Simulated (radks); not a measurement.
Results of a calculation; reference values are marked as such.
Spin polarisation of the 4f4 shell in neutral neodymium. Start: [Xe] 4f(up 2, down 2) 6s2; electrons of 4f are moved from spin down to spin up, other shells keep equal spins. Level of theory: scalar-relativistic Kohn-Sham, LDA (Slater exchange, Perdew-Wang correlation), spin-polarised, spherical densities, finite nucleus; Fermi nuclear charge, rms radius of each element as measured or else 0.836 A^(1/3) + 0.57 fm (a radial shooting solver on a logarithmic mesh with Libxc functionals).

| moment (Bohr magnetons) | E - E(0) (eV) | e(4f up) (eV) | e(4f down) (eV) | 6s down minus up (eV) | 5p down minus up (eV) | 5s down minus up (eV) |
|---|---|---|---|---|---|---|
| 0 | 0.000 | -1.942 | -1.942 | 0.000 | 0.000 | 0.000 |
| 1 | -0.150 | -2.217 | -1.620 | 0.044 | 0.336 | 0.435 |
| 2 | -0.597 | -2.443 | -1.252 | 0.090 | 0.673 | 0.870 |
| 3 | -1.341 | -2.612 | -0.834 | 0.137 | 1.011 | 1.307 |
| 4 | -2.375 | -2.705 | -0.355 | 0.188 | 1.351 | 1.744 |

At moment 4 the spin-polarisation energy is -2.375 eV and the 4f exchange splitting 2.350 eV, that is 0.588 eV per Bohr magneton; E = -I m^2/4 would give I = 0.594 eV.
